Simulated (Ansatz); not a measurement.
Reaction (ligand exchange at the Sn–Br bond): `C[CH2][Sn][Br]` + H–F → `C[CH2][Sn][F]` + HBr

Program: Ansatz. Geometries: PBE0-D4/def2-TZVP. ΔE: electronic, gas phase. CCSD(T)/CBS adds triple-zeta CCSD(T) − MP2 to the extrapolated MP2 energy (def2 sets, frozen cores). This one scheme is used for every species. DFT in def2-TZVPP. B3LYP here is the variant with VWN-RPA as its local correlation; programs differ in this. HSE06 is defined as in plane-wave codes. def2 core potentials past Kr. For Br, Sn outer-core shells are correlated without core-valence functions, which leaves a few kJ/mol of doubt a bond. Scalar relativity is left out up to krypton. Each species was taken in one conformer, which may not be the lowest.

```csv
level,ΔE (kJ/mol),difference from CCSD(T)/CBS
LDA (SPW92),47.4,-7.8
PBE-D4,47.4,-7.8
revPBE-D4,47.0,-8.2
BLYP-D4,39.8,-15.4
r2SCAN-D4,45.3,-9.9
B97M-V,36.1,-19.1
PBE0-D4,56.6,1.4
B3LYP-D4,47.4,-7.8
r2SCANh-D4,49.4,-5.8
HSE06-D4,57.6,2.4
BHLYP-D4,55.8,0.6
CAM-B3LYP-D4,38.7,-16.5
ωB97X-V,40.9,-14.3
ωB97M-V,45.4,-9.8
B2PLYP,45.1,-10.1
PBE-QIDH,58.7,3.5
PBE,43.0,-12.2
revPBE,41.6,-13.6
BLYP,31.6,-23.6
r2SCAN,44.4,-10.8
B3LYP,40.1,-15.1
r2SCANh,48.3,-6.9
r2SCAN0,53.6,-1.6
HSE06,53.7,-1.5
BHLYP,46.9,-8.3
CAM-B3LYP,34.3,-20.9
RPA@PBE/def2-TZVPP,43.6,-11.6
HF/def2-SVP,50.6,-4.6
MP2/def2-SVP,48.5,-6.7
CCSD/def2-SVP,43.3,-11.9
CCSD(T)/def2-SVP,43.1,-12.1
HF/def2-TZVPP,53.2,-2.0
SCS-MP2/def2-TZVPP,51.8,-3.4
CCSD/def2-TZVPP,51.2,-4.0
CCSD(T)/def2-TZVPP,51.4,-3.8
HF/def2-QZVPP,49.9,-5.3
MP2/def2-QZVPP,60.8,5.6
SCS-MP2/def2-QZVPP,52.7,-2.5
HF/CBS(def2),49.4,-5.8
CCSD/CBS(def2),55.0,-0.2
CCSD(T)/CBS,55.2,0
```

Largest T1 diagnostic among the species: 0.015.

At CCSD(T), def2-SVP lies −12.1 kJ/mol from the extrapolated value and def2-TZVPP −3.8 kJ/mol. From PBE to PBE0 (25 % exact exchange), in def2-TZVPP and without D4, ΔE moves by +9.6 kJ/mol.
